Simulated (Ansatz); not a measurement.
Two isomers of CH7FOSi2: A = `OC(F)[SiH2][SiH3]`, B = `FC[SiH2]O[SiH3]`.

Calculated with Ansatz (gas phase, PBE0-D4/def2-TZVP geometries, no zero-point term in ΔE). CCSD(T)/CBS adds triple-zeta CCSD(T) − MP2 to the extrapolated MP2 energy (def2 sets, frozen cores). Functionals use def2-TZVPP. B3LYP here is the variant with VWN-RPA as its local correlation; programs differ in this. Each species was taken in one conformer, which may not be the lowest.

Problem. Which is lower in electronic energy at CCSD(T)/CBS, and by how much? (An estimate is asked.)

Solution. The calculation gave: B, by 249.6 kJ/mol.

Problem. Give E(B) − E(A) in kJ/mol with B3LYP-D4, r2SCAN-D4, PBE-D4, MP2/def2-TZVPP, ωB97M-V, PBE0-D4, CCSD/def2-TZVPP. (An estimate is asked.)

Solution. Ansatz gave: B3LYP-D4 -245.0, r2SCAN-D4 -235.3, PBE-D4 -204.9, MP2/def2-TZVPP -260.8, ωB97M-V -246.2, PBE0-D4 -220.4, CCSD/def2-TZVPP -252.0. None reverses the order clearly.

Largest T1 diagnostic: 0.013.

From PBE to PBE0 (25 % exact exchange), in def2-TZVPP and without D4, E(B) − E(A) moves by −15.5 kJ/mol. In def2-TZVPP, CCSD(T) changes the Hartree–Fock value by +35.6 kJ/mol (the triples alone add +6.3 kJ/mol) and MP2 by +20.6 kJ/mol.
